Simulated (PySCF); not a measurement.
C$_{3}$H$_{11}$AlN, charge +1, singlet, at a GFN2-xTB geometry (such geometries of metal compounds can be far from the true shape). Base run: SVWN5/def2-SVP in PySCF.

PySCF was given this input:
```python
from pyscf import gto, scf, dft

mol = gto.M(
    atom='''
Al    0.19698989    0.77097361    1.41029709
H    -1.07762603    1.22572635    2.10977938
H     1.65481203    0.92649085    1.82300765
C    -1.49225602   -0.33717125   -0.53865374
N    -0.05144453   -0.16804163   -0.30814978
C     0.63189440   -1.46775421   -0.22387477
C     0.56264674    0.63497813   -1.37684371
H    -1.68799173   -0.84740274   -1.48437584
H    -1.97926488    0.64351859   -0.55438176
H    -1.92971718   -0.91948847    0.27855421
H     1.68133416   -1.31036957    0.04859022
H     0.58982016   -2.00084875   -1.17657030
H     0.16283088   -2.08331492    0.54732063
H     0.50731339    0.12154062   -2.33967735
H     0.04997603    1.59616122   -1.45849561
H     1.61404556    0.82130506   -1.13433165
''',
    basis='def2-svp',
    charge=1,
    verbose=4,
)

mf = dft.RKS(mol)
mf.xc = 'lda,vwn'
mf.kernel()
```

Each row names what was changed in the base input (with any setting that the change needs).

| change | ΔE vs base (mEh) | fitting functions |
|---|---|---|
| base | 0.000 | - |
| auxbasis = cc-pvqz-jkfit | -0.041 | 1133 |
| auxbasis = def2-universal-jfit | -0.376 | 368 |
| auxbasis = def2-universal-jkfit | -0.138 | 628 |
| auxbasis = def2-svp-ri | -29.996 | 408 |
| auxbasis = def2-tzvp-ri | -5.174 | 582 |
| auxbasis = autoaux | -0.091 | 880 |
| auxbasis = even-tempered beta=2.0 | -0.027 | 913 |
| auxbasis = cc-pvdz-jkfit | -0.221 | 645 |
| auxbasis = even-tempered beta=3.0 | -0.904 | 631 |

A fitting set is made for a task (jfit for Coulomb, jkfit for Coulomb and exchange, ri for correlation) and for a family of orbital bases.
